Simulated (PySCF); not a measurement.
C₆H₁₂GeO.
SMILES with atom numbers: `[CH3:1][C:2](=[O:3])[GeH:4]1[CH2:5][CH2:6][CH2:7][CH2:8]1` (hydrogens: H9, H10, H11 on C1; H12 on Ge4; H13, H14 on C5; H15, H16 on C6; H17, H18 on C7; H19, H20 on C8)

Structure used (PBE0-D3(BJ)/def2-SVP), in Å, numbered top down from 1:
```xyz
20
C6H12GeO angstrom
C      3.3192   -0.1792   -0.2069
C      1.9340    0.0944    0.3119
O      1.7169    0.3666    1.4704
Ge     0.3306   -0.0037   -0.8939
C     -0.8928    1.4587   -0.4092
C     -2.2017    0.7349   -0.0667
C     -1.8915   -0.6037    0.6109
C     -0.8967   -1.4016   -0.2414
H      3.3561   -1.1869   -0.6541
H      4.0591   -0.0957    0.6019
H      3.5590    0.5296   -1.0165
H      0.7169   -0.1212   -2.3861
H     -1.0118    2.2248   -1.1882
H     -0.4671    1.9433    0.4844
H     -2.7734    0.5458   -0.9929
H     -2.8481    1.3557    0.5759
H     -1.4417   -0.4057    1.5994
H     -2.8167   -1.1756    0.7937
H     -0.3901   -2.1941    0.3276
H     -1.3954   -1.8754   -1.1027
```

Method used: TDDFT B3LYP/def2-SVPD, vertical, gas phase, core orbitals frozen in the response (PySCF 2.14.0, density-fitted response routines). The B3LYP/def2-SVPD calculation is non-relativistic and has no spin–orbit coupling, an omission that weighs most on germanium.

Ground-to-excited transition dipoles (e·a0, same axes as the geometry; the sign carries no meaning), for the states with f of 0.002 or more among the lowest 9:

```
state  E (eV)      μx      μy      μz
   S2   5.650   0.684   0.031  -0.008
   S3   5.886   0.533  -0.025   0.148
   S4   6.153   0.033   0.282  -0.027
   S5   6.178  -0.180  -0.204  -0.041
   S6   6.311  -0.334  -0.003  -0.152
   S7   6.666   0.141  -0.048  -0.166
   S9   7.004   1.059   0.008   0.495
```

Task: What oscillator strength does each state have?

Result: f = (2/3) ΔE |μ|² with ΔE in hartree (27.2114 eV).

```tsv
state	|μ|² (au)	|μ| (D)	f
S2	0.470	1.74	0.065
S3	0.306	1.41	0.044
S4	0.081	0.72	0.012
S5	0.076	0.70	0.011
S6	0.135	0.93	0.021
S7	0.050	0.57	0.008
S9	1.367	2.97	0.235
```

Task: Which bond between heavy atoms lies closest to the direction of the S9 transition dipole?

Result: C2–Ge4, at 12° from it; next C1–C2 and C5–C6 at 47°.

Task: What angle do the transition dipoles of S3 and S9 make?

Result: |cos θ| = |μa·μb| / (|μa| |μb|) = 0.98, so θ ≈ 10° (taken between 0 and 90°, since the signs are arbitrary).

Task: How is the summed strength of these states shared among x, y and z?

Result: (2/3) Σ ΔE μα² gives 0.324 for x, 0.019 for y and 0.054 for z, 0.396 in all.

Task: What peak molar absorption coefficient would the strongest computed level give as a lone Gaussian band 0.3 eV wide at half height?

Result: ε(max) = 2.175×10⁸ f / FWHM, with the width in cm⁻¹. S9: 2.175×10⁸ × 0.2345 / 2420 ≈ 21000 L mol⁻¹ cm⁻¹.

All these states lie below the vertical ionisation energy of 8.52 eV (ΔSCF).

One conformer stands for the species.
